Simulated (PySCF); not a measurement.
imidazole cation (C₃H₄N₂), SMILES [nH]1cncc1 (connectivity only; charge and spin as stated), charge +1, multiplicity 2.

Geometry optimised at PBE0-D3(BJ)/def2-SVP. The spin state was assumed, not searched.

The numbers are results of PySCF 2.14.0 with PBE0-D3(BJ)/def2-SVP, not measurements.

No scaling factor is applied to the harmonic values.

```csv
mode,ν (cm⁻¹),IR (km/mol),moving atoms (share of kinetic energy)
1,497,20.5,"H 39 %, N 35 %, C 26 %"
2,545,8.3,"H 39 %, N 34 %, C 27 %"
3,720,128.3,"H 88 %, C 9 %"
4,800,4.1,"H 82 %, C 15 %"
5,851,9.6,"C 55 %, N 40 %"
6,888,0.5,"H 52 %, C 39 %, N 9 %"
7,926,1.7,"N 55 %, C 31 %, H 14 %"
8,931,3.0,"H 56 %, C 39 %"
9,993,10.9,"H 47 %, C 42 %, N 11 %"
10,1065,12.0,"H 45 %, C 36 %, N 20 %"
11,1132,53.2,"H 76 %, C 14 %, N 10 %"
12,1246,5.2,"C 53 %, H 26 %, N 20 %"
13,1285,36.2,"H 55 %, N 26 %, C 19 %"
14,1292,7.5,"H 59 %, C 35 %"
15,1459,103.4,"H 48 %, C 30 %, N 22 %"
16,1480,60.7,"C 55 %, N 37 %"
17,1571,18.6,"C 51 %, N 26 %, H 23 %"
18,3259,28.3,"H 91 %, C 9 %"
19,3266,51.8,"H 91 %, C 9 %"
20,3275,19.5,"H 90 %, C 10 %"
21,3592,258.3,H 92 %
```
